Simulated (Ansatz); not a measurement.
Gas-phase electronic energies from Ansatz, PBE0-D4/def2-TZVP geometries. CCSD(T)/CBS is the MP2 limit (def2-TZVPP, def2-QZVPP) plus CCSD(T) − MP2 in def2-TZVPP, frozen cores. This one scheme is used for every species. Functionals use def2-TZVPP. B3LYP here is the variant with VWN-RPA as its local correlation; programs differ in this. HSE06 is defined as in plane-wave codes. For Ge outer-core shells are correlated without core-valence functions, which leaves a few kJ/mol of doubt a bond. Scalar relativity is left out up to krypton. One conformer a species, not always the lowest.

`N=C[SiH2][GeH2][F]` + H₂ → `[F][GeH3]` + `N=C[SiH3]`  (hydrogenolysis of a Ge–Si bond)

| level | ΔE (kJ/mol) | difference from CCSD(T)/CBS |
| --- | --- | --- |
| LDA (SPW92) | 8.4 | 12.1 |
| PBE-D4 | 11.5 | 15.2 |
| revPBE-D4 | 13.0 | 16.7 |
| BLYP-D4 | 5.7 | 9.4 |
| r2SCAN-D4 | 3.0 | 6.7 |
| B97M-V | -7.9 | -4.2 |
| B3LYP-D4 | -1.4 | 2.3 |
| r2SCAN0-D4 | -2.6 | 1.1 |
| HSE06-D4 | 2.7 | 6.4 |
| BHLYP-D4 | -10.3 | -6.6 |
| CAM-B3LYP-D4 | -10.3 | -6.6 |
| ωB97X-V | -7.6 | -3.9 |
| ωB97M-V | -6.8 | -3.1 |
| B2PLYP | -11.5 | -7.8 |
| PBE-QIDH | -7.2 | -3.5 |
| PBE | 3.6 | 7.3 |
| revPBE | -0.8 | 2.9 |
| BLYP | -9.6 | -5.9 |
| PBE0 | -4.4 | -0.7 |
| B3LYP | -14.1 | -10.4 |
| r2SCANh | -1.7 | 2.0 |
| r2SCAN0 | -5.3 | -1.6 |
| HSE06 | -4.2 | -0.5 |
| BHLYP | -22.6 | -18.9 |
| CAM-B3LYP | -18.0 | -14.3 |
| LC-ωPBE | -12.0 | -8.3 |
| RPA@PBE/def2-TZVPP | -10.6 | -6.9 |
| MP2/def2-SVP | -15.7 | -12.0 |
| CCSD/def2-SVP | -22.6 | -18.9 |
| CCSD(T)/def2-SVP | -17.7 | -14.0 |
| HF/def2-TZVPP | -42.6 | -38.9 |
| MP2/def2-TZVPP | -5.6 | -1.9 |
| SCS-MP2/def2-TZVPP | -14.1 | -10.4 |
| CCSD(T)/def2-TZVPP | -7.3 | -3.6 |
| HF/def2-QZVPP | -44.2 | -40.5 |
| MP2/def2-QZVPP | -4.2 | -0.5 |
| SCS-MP2/def2-QZVPP | -13.1 | -9.4 |
| HF/CBS(def2) | -44.5 | -40.8 |
| MP2/CBS(def2) | -2.1 | 1.6 |
| CCSD/CBS(def2) | -10.2 | -6.5 |
| CCSD(T)/CBS | -3.7 | 0 |

Largest T1 diagnostic among the species: 0.013.

In def2-TZVPP, CCSD(T) changes the Hartree–Fock value by +35.3 kJ/mol (the triples alone add +6.5 kJ/mol) and MP2 by +36.9 kJ/mol. From BLYP to BHLYP (50 % exact exchange), in def2-TZVPP and without D4, ΔE moves by −13.0 kJ/mol. At CCSD(T), def2-SVP lies −14.0 kJ/mol from the extrapolated value and def2-TZVPP −3.6 kJ/mol.

CCSD(T)/CBS has its own doubt, a few kJ/mol and more with outer-core shells, so smaller differences from it don't rank the levels.
